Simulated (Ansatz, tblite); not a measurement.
Forces on the cluster Na5⁺ at its r2SCAN/def2-SVP geometry. Total charge 1; singlet.

The xTB rows come from tblite. The restricted singlet is unstable towards broken spin symmetry in Hartree–Fock (as tested in another run); at PBE/def2-TZVP this wasn't settled. The structure comes from a short search, and lower isomers may exist.

GFN1-xTB (tblite), largest force 0.30 eV/Å:

```xyz
5
positions Å, forces eV/Å
Na   -0.072   -0.127   -0.085    0.020    0.035    0.023
Na   -0.271    0.563   -3.727    0.158    0.117    0.213
Na   -0.480    0.067    3.553   -0.026   -0.228   -0.200
Na    1.830    2.437   -1.914   -0.208   -0.206   -0.084
Na   -1.007   -2.940    2.172    0.056    0.282    0.048
```

GFN2-xTB (tblite), largest force 0.33 eV/Å:

```
Na 0.011 0.020 0.013
Na 0.192 0.170 0.197
Na -0.054 -0.285 -0.162
Na -0.209 -0.203 -0.158
Na 0.060 0.299 0.110
```

PBE/def2-TZVP (Ansatz), largest force 0.10 eV/Å:

```
Na 0.007 0.009 0.007
Na 0.042 0.031 0.075
Na -0.010 -0.065 -0.064
Na -0.062 -0.068 -0.019
Na 0.023 0.093 0.001
```
